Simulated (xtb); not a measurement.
B(H)(Cl)(NMe2) (C2H7BClN), SMILES ClBN(C)C. All values are semi-empirical tight-binding results from xtb (GFN2-xTB unless named), good for trends rather than for accurate numbers. Geometry: GFN2-xTB. The structure was generated by enumeration, and PubChem lists no compound with its InChIKey, so it may never have been made. One conformer was computed; it need not be the lowest.

Optimised geometry:

Bonded distances (Å): B1–H2 1.171, B1–Cl3 1.731, B1–N4 1.381, N4–C5 1.448, N4–C6 1.447, C5–H7 1.093, C5–H8 1.094, C5–H9 1.087, C6–H10 1.094, C6–H11 1.094, C6–H12 1.086. Bond angles (°): H2–B1–Cl3 118.5, H2–B1–N4 121.2, Cl3–B1–N4 120.4, B1–N4–C5 125.2, B1–N4–C6 122.9, C5–N4–C6 111.9, N4–C5–H7 110.2, N4–C5–H8 110.2, N4–C5–H9 109.8, H7–C5–H8 108.5, H7–C5–H9 109.1, H8–C5–H9 109.1, N4–C6–H10 110.2, N4–C6–H11 110.3, N4–C6–H12 110.1, H10–C6–H11 108.3, H10–C6–H12 109.0, H11–C6–H12 109.0.
Charge 0, spin multiplicity 1.

```
Property                                          Value
----------------------------------------  -------------
point group as xtb finds it                          Cs
orbital gap                                     5.33 eV
dipole moment                                    3.73 D
zero-point energy                         59.6 kcal/mol
G − E(el) at 298.15 K (modified RRHO)     40.7 kcal/mol
static polarisability (D4 model)             61.4 bohr³
solvation energy, GFN2-xTB/ALPB(water)    -3.3 kcal/mol
solvation energy, GFN2-xTB/ALPB(octanol)  -5.2 kcal/mol
```

Computed atomic charges and the Wiberg bond orders between heavy atoms:
charges (e) B1 0.32, H2 -0.09, Cl3 -0.31, N4 -0.14, C5 -0.05, C6 -0.05, H7 0.05, H8 0.05, H9 0.07, H10 0.05, H11 0.05, H12 0.05. Bond orders B1–Cl3 0.99, B1–N4 1.42, N4–C5 1.01, N4–C6 1.01.
